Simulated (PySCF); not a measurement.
C₃H₉Al (SMILES [CH3][Al]([CH3])[CH3]), singlet, at a GFN2-xTB geometry (such geometries of metal compounds can be far from the true shape); B3LYP/def2-SV(P) in PySCF.

PySCF was given this input:
```python
from pyscf import gto, scf, dft

mol = gto.M(
    atom='''
Al    0.013776    0.005364    0.001119
C    -1.367121   -1.423289   -0.177128
H    -1.449591   -1.801698   -1.201667
H    -2.369334   -1.074526    0.094358
H    -1.151179   -2.287400    0.460506
C    -0.160273    1.696227   -1.043094
H     0.696765    1.872642   -1.701937
H    -0.231015    2.580975   -0.401292
H    -1.051819    1.697710   -1.679555
C     1.568750   -0.257473    1.222865
H     2.240815    0.607500    1.227244
H     2.176454   -1.126142    0.947513
H     1.263117   -0.423591    2.261461
''',
    basis='def2-sv(p)',
    charge=0,
    spin=0,
    verbose=4,
)

mf = dft.RKS(mol)
mf.xc = 'b3lyp'
mf.grids.level = 4
mf.kernel()
mf.analyze()
```

Question: What does PySCF print? Leave out banner, timings and long lists.

Answer: 
```
PySCF version 2.14.0

[INPUT] verbose = 4
[INPUT] num. atoms = 13
[INPUT] num. electrons = 40
[INPUT] charge = 0
[INPUT] spin (= nelec alpha-beta = 2S) = 0
[INPUT] symmetry False subgroup None
[INPUT] Mole.unit = angstrom
[INPUT] Symbol           X                Y                Z      unit          X                Y                Z       unit  Magmom
[INPUT]  1 Al     0.013776000000   0.005364000000   0.001119000000 AA    0.026032867092   0.010136490932   0.002114603533 Bohr   0.0
[INPUT]  2 C     -1.367121000000  -1.423289000000  -0.177128000000 AA   -2.583484269142  -2.689626406106  -0.334723408992 Bohr   0.0
[INPUT]  3 H     -1.449591000000  -1.801698000000  -1.201667000000 AA   -2.739329982634  -3.404715779177  -2.270821522928 Bohr   0.0
[INPUT]  4 H     -2.369334000000  -1.074526000000   0.094358000000 AA   -4.477392357620  -2.030559853724   0.178310777662 Bohr   0.0
[INPUT]  5 H     -1.151179000000  -2.287400000000   0.460506000000 AA   -2.175413030351  -4.322559537330   0.870230218719 Bohr   0.0
[INPUT]  6 C     -0.160273000000   1.696227000000  -1.043094000000 AA   -0.302872075162   3.205404475093  -1.971161982177 Bohr   0.0
[INPUT]  7 H      0.696765000000   1.872642000000  -1.701937000000 AA    1.316695023183   3.538780509358  -3.216194811264 Bohr   0.0
[INPUT]  8 H     -0.231015000000   2.580975000000  -0.401292000000 AA   -0.436555080666   4.877335884349  -0.758331975979 Bohr   0.0
[INPUT]  9 H     -1.051819000000   1.697710000000  -1.679555000000 AA   -1.987649842614   3.208206938935  -3.173898961144 Bohr   0.0
[INPUT] 10 C      1.568750000000  -0.257473000000   1.222865000000 AA    2.964507857911  -0.486553454470   2.310879937316 Bohr   0.0
[INPUT] 11 H      2.240815000000   0.607500000000   1.227244000000 AA    4.234526645817   1.148008620673   2.319155048016 Bohr   0.0
[INPUT] 12 H      2.176454000000  -1.126142000000   0.947513000000 AA    4.112901982714  -2.128099957370   1.790540069465 Bohr   0.0
[INPUT] 13 H      1.263117000000  -0.423591000000   2.261461000000 AA    2.386945193282  -0.800470978831   4.273541931385 Bohr   0.0

nuclear repulsion = 148.981176697781
number of shells = 44
number of NR pGTOs = 144
number of NR cGTOs = 78
basis = def2-sv(p)
ecp = {}

******** <class 'pyscf.dft.rks.RKS'> ********
method = RKS
initial guess = minao
damping factor = 0
level_shift factor = 0
DIIS = <class 'pyscf.scf.diis.CDIIS'>
diis_start_cycle = 1
diis_space = 8
diis_damp = 0
SCF conv_tol = 1e-09
SCF conv_tol_grad = None
SCF max_cycles = 50
direct_scf = True
direct_scf_tol = 1e-13
XC library pyscf.dft.libxc version 7.1.2
    S. Lehtola, C. Steigemann, M. J. T. Oliveira, and M. A. L. Marques,  SoftwareX 7, 1–5 (2018)
XC functionals = b3lyp
    P. J. Stephens, F. J. Devlin, C. F. Chabalowski, and M. J. Frisch,  J. Phys. Chem. 98, 11623 (1994)
radial grids:
    Treutler-Ahlrichs [JCP 102, 346 (1995); DOI:10.1063/1.469408] (M4) radial grids

becke partition: Becke, JCP 88, 2547 (1988); DOI:10.1063/1.454033
pruning grids: <function nwchem_prune>
grids dens level: 4
symmetrized grids: False
atomic radii adjust function: <function treutler_atomic_radii_adjust>
small_rho_cutoff = 0
Set gradient conv threshold to 3.16228e-05
Initial guess from minao.
tot grids = 255888
init E= -361.797957202569
  HOMO = -0.336636555635308  LUMO = -0.0631520566837374  gap/eV = 7.44189
cycle= 1 E= -361.907979342423  delta_E= -0.11  |g|= 0.634  |ddm|= 3.24
  HOMO = -0.18689515743073  LUMO = -0.00593469034218996  gap/eV = 4.92419
cycle= 2 E= -361.854052747123  delta_E= 0.0539  |g|= 0.761  |ddm|= 1.45
  HOMO = -0.269701329738996  LUMO = -0.0262756642226876  gap/eV = 6.62395
cycle= 3 E= -362.017587632829  delta_E= -0.164  |g|= 0.0106  |ddm|= 0.803
  HOMO = -0.266282685666917  LUMO = -0.0230602136774074  gap/eV = 6.61842
cycle= 4 E= -362.017623565539  delta_E= -3.59e-05  |g|= 0.00378  |ddm|= 0.033
  HOMO = -0.267096792650464  LUMO = -0.023959683970793  gap/eV = 6.61610
cycle= 5 E= -362.017628403834  delta_E= -4.84e-06  |g|= 0.000537  |ddm|= 0.00796
  HOMO = -0.267109736640586  LUMO = -0.0239491865551771  gap/eV = 6.61674
cycle= 6 E= -362.017628490659  delta_E= -8.68e-08  |g|= 5.67e-05  |ddm|= 0.000768
  HOMO = -0.267127019812944  LUMO = -0.0239605245695631  gap/eV = 6.61690
cycle= 7 E= -362.017628491617  delta_E= -9.58e-10  |g|= 8.24e-06  |ddm|= 8.41e-05
  HOMO = -0.267124547631052  LUMO = -0.0239592219397764  gap/eV = 6.61687
Extra cycle  E= -362.017628491618  delta_E= -9.09e-13  |g|= 8.34e-06  |ddm|= 1.71e-05
converged SCF energy = -362.017628491618
**** SCF Summaries ****
Total Energy =                        -362.017628491617756
Nuclear Repulsion Energy =             148.981176697780541
One-electron Energy =                 -792.388641558994777
Two-electron Energy =                  281.389836369596480
Two-electron Coulomb Energy =          319.693643817313216
DFT Exchange-Correlation Energy =      -38.303807447716743
HOMO-LUMO gap [eV] =                     6.616865544064323
**** MO energy ****
MO #1   energy= -56.0098507724868  occ= 2
MO #2   energy= -10.1419451112632  occ= 2
MO #3   energy= -10.1419396535953  occ= 2
MO #4   energy= -10.1418837338529  occ= 2
MO #5   energy= -4.11103121909332  occ= 2
MO #6   energy= -2.67251658563332  occ= 2
MO #7   energy= -2.66330349408889  occ= 2
MO #8   energy= -2.66330311436957  occ= 2
MO #9   energy= -0.668466275447484 occ= 2
MO #10  energy= -0.656117458774803 occ= 2
MO #11  energy= -0.656105611316264 occ= 2
MO #12  energy= -0.388921684537544 occ= 2
MO #13  energy= -0.387667956966166 occ= 2
MO #14  energy= -0.38765723750841  occ= 2
MO #15  energy= -0.380536188872868 occ= 2
MO #16  energy= -0.380529464051968 occ= 2
MO #17  energy= -0.373336737408856 occ= 2
MO #18  energy= -0.368047110602347 occ= 2
MO #19  energy= -0.26713690215533  occ= 2
MO #20  energy= -0.267124547631052 occ= 2
MO #21  energy= -0.0239592219397764 occ= 0
MO #22  energy= 0.0163231172928375 occ= 0
MO #23  energy= 0.0779736327057887 occ= 0
MO #24  energy= 0.0779811880032936 occ= 0
MO #25  energy= 0.121605435823344  occ= 0
MO #26  energy= 0.132031424049318  occ= 0
MO #27  energy= 0.132041465851544  occ= 0
MO #28  energy= 0.137246444678316  occ= 0
 ** Mulliken pop on meta-lowdin orthogonal AOs  **
 ** Mulliken pop  **
 ** Mulliken atomic charges  **
charge of    0Al =      0.83695
charge of    1C =     -0.57168
charge of    2H =      0.09907
charge of    3H =      0.09895
charge of    4H =      0.09467
charge of    5C =     -0.57169
charge of    6H =      0.09895
charge of    7H =      0.09908
charge of    8H =      0.09468
charge of    9C =     -0.57169
charge of   10H =      0.09468
charge of   11H =      0.09906
charge of   12H =      0.09897
Dipole moment(X, Y, Z, Debye):  0.00026,  0.00015,  0.00001
```
